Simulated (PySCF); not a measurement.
# Correlation energy of Se²⁺ (selenium, charge +2)

[Ar] 3d10 4s2 4p2, high-spin 3P determinant. Calculation: PySCF 2.14, in jorge-DZP-DKH (8s6p2d1f, 43 functions); scalar relativity by spin-free X2C-1e. Frozen: [Ar] 3d10; 4 electrons correlated.

MP2 pair energies summed by pair of shells (mhartree):

| pair | energy | share (%) |
| --- | --- | --- |
| 4s-4p | -13.61 | 50.0 |
| 4s-4s | -12.08 | 44.4 |
| 4p-4p | -1.52 | 5.6 |

Total MP2 correlation energy: -27.21 mhartree.

Same-spin part -3.17 and opposite-spin part -24.05 mhartree; SCS-MP2 scales them by 1/3 and 6/5 to -29.91 mhartree.

```tsv
level	correlation energy (mhartree)
CCSD	-36.00
(T)	-0.19
CCSD(T)	-36.19
```

Diagnostics: T1 = 0.0028, D1 = 0.0059, largest double amplitude 0.096.

Cost of the coupled-cluster step: 0.19 s of wall time on 1 thread of Intel(R) Xeon(R) 6975P-C (shared host), for 4 correlated electrons.
